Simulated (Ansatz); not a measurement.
Geometry optimisation, RKS B3LYP/6-31G* (Ansatz).

input.yaml

```yaml
crystal:
  periodic: [false, false, false]
  atoms:
    - { symbol: B, position_ang: [0.14207, 0.504017, -0.381134] }
    - { symbol: "N", position_ang: [-0.262735, -0.047506, 2.268307] }
    - { symbol: H, position_ang: [-1.0698, -0.584483, 2.579914] }
    - { symbol: H, position_ang: [0.570738, -0.45232, 2.690205] }
    - { symbol: F, position_ang: [1.394531, 0.058852, -0.523509] }
    - { symbol: H, position_ang: [-0.733839, -0.190586, -0.819385] }
    - { symbol: Si, position_ang: [-0.182936, 2.303464, 0.36956] }
    - { symbol: H, position_ang: [-1.561278, 2.418236, 0.932734] }
    - { symbol: H, position_ang: [0.770734, 2.652744, 1.467021] }
    - { symbol: H, position_ang: [-0.050189, 3.397476, -0.643783] }
    - { symbol: H, position_ang: [-0.363596, 0.913108, 2.64197] }
basis:
  gaussian: { orbitals: "6-31G*" }
hamiltonian:
  xc: b3lyp
relax:
  f_tol: 0.03
  max_steps: 50
```

Launched with:

```bash
$ ansatz run input.yaml --threads 1 --pin off --max-ram 2048MiB --backend cpu --events-out ev --progress --plain --runs-dir out
```

Q: Where does it end, and by what steps?

A: It converged. After 15 steps the energy has fallen by 0.727 eV; H4 moved furthest, 1.09 Å. Joined: B1–N2 (2.74 → 1.69 Å).

```csv
step,energy less start (eV),largest force component (eV/Å),accepted
0,0.0000,0.877,yes
1,-0.0683,1.014,yes
2,-0.1507,1.017,yes
3,-0.3123,0.815,yes
4,-0.4888,0.883,yes
5,-0.5328,1.597,yes
6,-0.6059,0.506,yes
7,-0.6499,0.400,yes
8,-0.6728,0.267,yes
9,-0.6986,0.199,yes
10,-0.6615,1.212,no
11,-0.7123,0.086,yes
12,-0.7204,0.081,yes
13,-0.7217,0.150,yes
14,-0.7270,0.052,yes
15,-0.7272,0.014,yes
```

```xyz
11
Properties=species:S:1:pos:R:3
B 0.126 0.450 0.368
N -0.133 -0.145 1.926
H -1.112 -0.081 2.208
H 0.145 -1.130 1.954
F 1.476 0.168 0.152
H -0.644 -0.214 -0.296
Si -0.313 2.462 0.397
H -1.750 2.750 0.730
H 0.473 3.222 1.430
H -0.047 3.141 -0.905
H 0.433 0.350 2.617
```

Time of the run: 100 s on 1 thread of Arm Neoverse N1, on a shared host, peak memory 0.15 GiB.
